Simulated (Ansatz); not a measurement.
Steps of a relaxation of CH4GeSe, SMILES `[CH2]1[GeH2][Se]1` with RKS PBE0-D4/def2-TZVP.

```sh
$ ansatz run in.yaml --threads 2 --pin off --events-out ev --progress --plain --max-ram 4352MiB
```

```yaml
crystal:
  periodic: [false, false, false]
  atoms:
    - {symbol: C, position_ang: [-0.645380, -0.204385, -0.721115]}
    - {symbol: Ge, position_ang: [0.678088, 0.337343, 0.597928]}
    - {symbol: Se, position_ang: [-0.537594, -1.667713, 0.677126]}
    - {symbol: H, position_ang: [-1.617142, 0.317064, -0.733650]}
    - {symbol: H, position_ang: [-0.294674, -0.525188, -1.716451]}
    - {symbol: H, position_ang: [0.305127, 1.429884, 1.620444]}
    - {symbol: H, position_ang: [2.172775, 0.244896, 0.230119]}
basis:
  gaussian: {orbitals: def2-TZVP}
hamiltonian: {xc: pbe0, dispersion: d4}
relax: {f_tol: 0.005, max_steps: 150}
```

Positions (Å) and forces (eV/Å) along the path, 5 of 5 steps:

```xyz
7
step=1 energy=-122954.1346 eV
C    -0.645   -0.204   -0.721   -0.077    0.072   -0.161
Ge    0.678    0.337    0.598   -0.226   -0.194   -0.141
Se   -0.538   -1.668    0.677    0.147    0.494   -0.227
H    -1.617    0.317   -0.734    0.535   -0.328    0.036
H    -0.295   -0.525   -1.716   -0.195    0.143    0.584
H     0.305    1.430    1.620    0.063   -0.192   -0.164
H     2.173    0.245    0.230   -0.247    0.005    0.073
7
step=2 energy=-122954.1607 eV
C    -0.639   -0.192   -0.722   -0.063   -0.043   -0.046
Ge    0.674    0.340    0.590   -0.053   -0.018   -0.054
Se   -0.528   -1.641    0.666   -0.005    0.019   -0.025
H    -1.610    0.302   -0.728    0.184   -0.049   -0.004
H    -0.300   -0.528   -1.701   -0.041    0.088    0.160
H     0.305    1.415    1.613    0.010   -0.012   -0.031
H     2.158    0.237    0.236   -0.033    0.014   -0.001
7
step=3 energy=-122954.1626 eV
C    -0.640   -0.200   -0.716    0.017    0.006    0.018
Ge    0.669    0.333    0.590    0.018    0.024    0.002
Se   -0.530   -1.648    0.668   -0.020    0.003   -0.028
H    -1.596    0.309   -0.726   -0.029   -0.009    0.008
H    -0.294   -0.518   -1.693    0.002   -0.027   -0.016
H     0.302    1.414    1.602   -0.005    0.009    0.016
H     2.149    0.241    0.229    0.018   -0.006   -0.001
7
step=4 energy=-122954.1628 eV
C    -0.639   -0.198   -0.717   -0.009    0.006   -0.017
Ge    0.671    0.336    0.589   -0.001   -0.004    0.002
Se   -0.532   -1.646    0.665    0.008   -0.001    0.011
H    -1.598    0.306   -0.725    0.005   -0.001   -0.002
H    -0.295   -0.521   -1.693   -0.003    0.003    0.003
H     0.303    1.415    1.605    0.000   -0.001    0.002
H     2.152    0.240    0.231    0.000   -0.002    0.001
7
step=5 energy=-122954.1628 eV
C    -0.639   -0.198   -0.717   -0.001    0.002   -0.004
Ge    0.671    0.336    0.589    0.000    0.001   -0.001
Se   -0.531   -1.646    0.665    0.000   -0.001    0.001
H    -1.598    0.307   -0.725    0.001   -0.001    0.000
H    -0.296   -0.521   -1.693   -0.001    0.000    0.002
H     0.303    1.415    1.605    0.000    0.000    0.001
H     2.152    0.240    0.231    0.000    0.000    0.000
```

Run time 29 s (2 threads of an Arm Neoverse V1 on a shared host); peak host memory 0.4 GiB.
